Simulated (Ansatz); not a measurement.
Bond stretch in BO, doublet.

Level of theory: Ansatz (a program for electronic structure) with CCSD(T) on UHF/cc-pVQZ, frozen core.

Q: Relative to R = 1.20 Å, what are the energies at R = 0.92, 1.28, 1.34, 1.40 Å?

A: 256.3 mEh at 0.92 Å, 6.9 mEh at 1.28 Å, 20.7 mEh at 1.34 Å, 39.2 mEh at 1.40 Å.

The unrestricted determinant behind UCCSD(T) is spin-contaminated at 1.34 to 4.77 Å (<S²> up to 1.8, against 0.75 for a pure doublet).
